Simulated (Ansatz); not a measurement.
CH₄ClF₂NTi, SMILES `C[NH][Ti]([F])([F])[Cl]`, relaxed with RKS PBE0-D4/def2-TZVP in the Gaussian-basis code of Ansatz from a PBE-D4/def2-SVP geometry. The force threshold is 0.005 eV/Å; the program also tests the step.

Charge 0, multiplicity 1.

Start:

```xyz
10

C    -0.422    0.864   -1.117
N    -0.239    0.554    0.287
Ti    0.605   -0.945    0.979
F     1.064   -0.564    2.627
F     1.928   -1.316   -0.116
Cl   -0.841   -2.633    0.945
H     0.162    0.155   -1.739
H    -0.066    1.889   -1.364
H    -1.488    0.784   -1.429
H    -0.703    1.212    0.927
```

**Question.** How much energy does the relaxation release, and in how many steps? (An estimate is asked.)

**Answer.** The calculation gave: 2.73 kJ/mol, in 7 steps.

**Question.** Which bonds change most? (Estimate.)

**Answer.** Ansatz gave: C1–H8 from 1.113 to 1.094 Å; C1–H9 from 1.114 to 1.095 Å; C1–H7 from 1.109 to 1.092 Å; N2–H10 from 1.029 to 1.014 Å.

**Question.** Give the relaxed structure. (Estimate.)

**Answer.** The calculation gave: 
```xyz
10

C    -0.443    0.848   -1.116
N    -0.213    0.558    0.282
Ti    0.610   -0.933    0.974
F     0.990   -0.565    2.644
F     1.988   -1.285   -0.057
Cl   -0.813   -2.620    0.846
H     0.059    0.105   -1.739
H    -0.046    1.832   -1.388
H    -1.510    0.821   -1.359
H    -0.622    1.238    0.912
```
